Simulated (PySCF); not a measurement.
Method: PySCF 2.14.0 with PBE-D3(BJ)/def2-TZVP // B3LYP-D3(BJ)/def2-TZVP. Isolated molecules, 0 K electronic values unless said otherwise. One relaxed conformer stands for a flexible species; it need not be the lowest. Excitations are Tamm–Dancoff values on a coarser integration grid. The basis has no diffuse functions, so Rydberg states are missing or too high.

Reference species (SMILES): `B(O)O` (H–O–B–O torsion 180°, O–B–O–H torsion 180°) (neutral, multiplicity 1).

| Quantity | Value |
|---|---|
| HOMO–LUMO gap | 7.43 eV |
| S1 oscillator strength | 0.013 |
| T1 excitation (TDA) | 7.05 eV |
| LUMO | -0.08 eV |

Changed species: `OB(O)O` (0 of 3 OH replaced by H; the reference has 1 of 3 OH replaced by H).

Predict the effect on the HOMO–LUMO gap, S1 oscillator strength, T1 excitation (TDA) and LUMO.

the HOMO–LUMO gap falls by 0.15 eV, to 7.28 eV; the S1 oscillator strength decreases by 0.013, to 0.000; the T1 excitation (TDA) rises by 0.10 eV, to 7.15 eV; the LUMO falls by 0.18 eV, to -0.26 eV.
